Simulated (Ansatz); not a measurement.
Complex (SMILES): O (H2O) with F (HF), atoms 1 to 3 the first; geometry from B3LYP-D3(BJ)/def2-TZVP, monomers rigid:
```xyz
5

O      0.0126     0.5732     0.1476
H     -0.2167     0.4999    -0.7856
H      0.6440    -0.1320     0.3287
F      0.9055     2.9606     0.8114
H      0.5537     2.1097     0.6008
```

Interaction energy at HF with Ansatz (a quantum-chemistry and plane-wave program), kcal/mol, without and with the counterpoise correction (monomers among the partner's ghost functions). Cartesian d functions, on some or all atoms, in 6-31+G*, 6-31G**; all else is spherical. No added dispersion term, no relativity. Reference, counterpoise-corrected: the value in aug-pcseg-3, -7.89.

```tsv
basis	functions	uncorrected
cc-pVDZ	43	-10.41
6-31+G*	44	-9.55
6-31G**	45	-9.64
6-311G**	54	-10.18
def2-TZVPD	107	-7.86
jun-cc-pV(T+d)Z	120	-7.94
def2-TZVPPD	131	-7.89
cc-pVQZ	200	-8.26
```

How large is the counterpoise correction in each set?

cc-pVDZ 2.60, 6-31+G* 1.37, 6-31G** 1.26, 6-311G** 2.05, def2-TZVPD 0.08, jun-cc-pV(T+d)Z 0.10, def2-TZVPPD 0.04, cc-pVQZ 0.38 kcal/mol. The corrected value lies nearer the reference in 5 of 8 rows.
